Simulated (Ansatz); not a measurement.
`N=[C](O)[GeH3]` + `O[SiH2]F` → `F[SiH2][O][GeH3]` + `N=CO`  (ligand exchange at a Ge–C bond)

Calculated with Ansatz (gas phase, PBE0-D4/def2-TZVP geometries, no zero-point term in ΔE). CCSD(T)/CBS adds triple-zeta CCSD(T) − MP2 to the extrapolated MP2 energy (def2 sets, frozen cores). This one scheme is used for every species. For Ge outer-core shells are correlated without core-valence functions, which leaves a few kJ/mol of doubt a bond. Scalar relativity is left out up to krypton. One conformer a species, not always the lowest.

`N=[C](O)[GeH3]`:

Z-matrix (Å, degrees):
```
Ge
C 1 1.977
H 1 1.533 2 109.6
H 1 1.533 2 109.7 3 120.9
H 1 1.535 2 106.6 3 -119.5
O 2 1.345 1 111.9 3 -60.9
N 2 1.262 1 128.3 3 119.1
H 6 0.971 2 106.6 1 180.0
H 7 1.014 2 112.2 1 0.0
```

`O[SiH2]F`:

Z-matrix (Å, degrees):
```
Si
F 1 1.596
O 1 1.630 2 111.0
H 1 1.482 2 106.0 3 121.4
H 1 1.474 2 108.2 3 -116.3
H 3 0.958 1 119.1 2 71.8
```

`F[SiH2][O][GeH3]`:

```xyz
9

F     0.753   -2.265    0.030
Si   -0.295   -1.314    0.771
O    -0.667   -0.052   -0.165
Ge    0.187    1.379   -0.798
H    -1.522   -2.102    1.007
H     0.362   -0.877    2.027
H     1.310    1.739    0.189
H    -0.872    2.483   -0.884
H     0.746    1.010   -2.177
```

`N=CO`:

```xyz
6

N     0.277   -0.882    0.470
C    -0.266    0.075   -0.141
O     0.363    1.235   -0.346
H    -0.345   -1.680    0.533
H    -1.270    0.103   -0.569
H     1.241    1.149    0.053
```

```json
{"species": "`N=[C](O)[GeH3]`", "HF/def2-QZVPP energy (Eh)": "-2245.55993"}
{"species": "`O[SiH2]F`", "HF/def2-QZVPP energy (Eh)": "-465.21314"}
{"species": "`F[SiH2][O][GeH3]`", "HF/def2-QZVPP energy (Eh)": "-2541.80716"}
{"species": "`N=CO`", "HF/def2-QZVPP energy (Eh)": "-168.99821"}
```

Task: Work out ΔE.

Result: ΔE = (-2541.80716) + (-168.99821) − (-2245.55993) − (-465.21314) = -0.03230 Eh = -84.8 kJ/mol. CCSD(T)/CBS gives -55.8 kJ/mol.

Largest T1 diagnostic among the species: 0.014.

In def2-TZVPP, CCSD(T) changes the Hartree–Fock value by +24.6 kJ/mol (the triples alone add +3.3 kJ/mol) and MP2 by +24.7 kJ/mol. From PBE to PBE0 (25 % exact exchange), in def2-TZVPP and without D4, ΔE moves by −6.0 kJ/mol.
